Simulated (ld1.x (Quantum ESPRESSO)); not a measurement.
**thallium: one change to a TM potential, before and after**

thallium (Tl), norm-conserving Troullier–Martins (Kleinman–Bylander form), made with ld1.x (Quantum ESPRESSO) 7.5 (PBEsol, non-relativistic). Core [Xe] 4f14 5d10, reference 6s2 6p1. Waves: 6s (bound): rc 2.00 bohr; 6p (bound): rc 2.30 bohr. Local part: all-electron potential smoothed inside 2.05 bohr (lloc = -1). Core correction: Bessel-smoothed model core inside 1.60 bohr.

All-electron outer shells of the reference configuration (PBEsol, non-relativistic, ld1.x):

```
shell  level (eV)  outermost node (bohr)  outermost maximum (bohr)
   5p      -70.59                   0.52                      0.94
   5d      -18.23                   0.54                      1.11
   6s       -7.54                   1.16                      2.35
   6p       -2.59                   1.28                      3.02
```

Change: wave 6s (bound): rc 2.00 bohr becomes 6s (bound): rc 1.80 bohr.

Cutoffs: the cutoffs (Ry, on a coarse ladder) from which the occupation-weighted sum of valence levels, in a spherical-Bessel basis at the reference potential, stays within 10 and 1 mRy of its value at 400 Ry; they do not see the model core or the augmentation charge, which bear on the density cutoff. Errors are all-electron minus pseudo energies relative to the spin-unpolarised reference configuration.

**Question.** How do hardness, ghosts and transferability respond?

**Answer.** The potential gets harder (18 Ry and 35 Ry → 25 Ry and 70 Ry); both files keep a bound ghost (d, s); of the 7 tests that both files solve, the error grows in 2 and shrinks in 0 by more than 15 % and 0.3 meV (median size 17.1 → 19.9 meV). A smaller radius makes the pseudo-wave follow the all-electron one further in, where it bends more sharply, so more plane waves are needed.

| quantity | base | changed |
| --- | --- | --- |
| cutoff, loose | 18 Ry | 25 Ry |
| cutoff, tight | 35 Ry | 70 Ry |
| loose cutoff by channel (10 mRy a level) | s 15 Ry, p 6 Ry | s 21 Ry, p 6 Ry |
| bound ghosts | s, d | s, d |
| error for 6s2 6p0, meV [ΔE 5.33 eV] | -17 | -19 |
| error for 6s1 6p0, meV [ΔE 23.21 eV] | -220 | -238 |
| error for 6s2 6p0.5, meV [ΔE 1.95 eV] | -2.5 | -2.7 |
| error for 6s1 6p2, meV [ΔE 5.05 eV] | -15 | -20 |
| error for 6s2 6p1.3, meV [ΔE -0.56 eV] | -0.2 | -0.3 |
| error for 6s1 6p1, meV [ΔE 11.05 eV] | -48 | -55 |
| error for 6s0 6p3, meV [ΔE 10.30 eV] | -53 | -66 |
| s: phases at 2.49 bohr within 0.05 rad from the reference energy up to (Ry; the scan ends near 5) | 4.1 | to the end of the scan |
| p: phases at 2.49 bohr within 0.05 rad from the reference energy up to (Ry; the scan ends near 5) | 0.3 | 0.2 |

 A true bound ghost makes a file unfit for plane-wave use even where its test errors are small: the radial tests pick states by their node count and pass the ghost by.
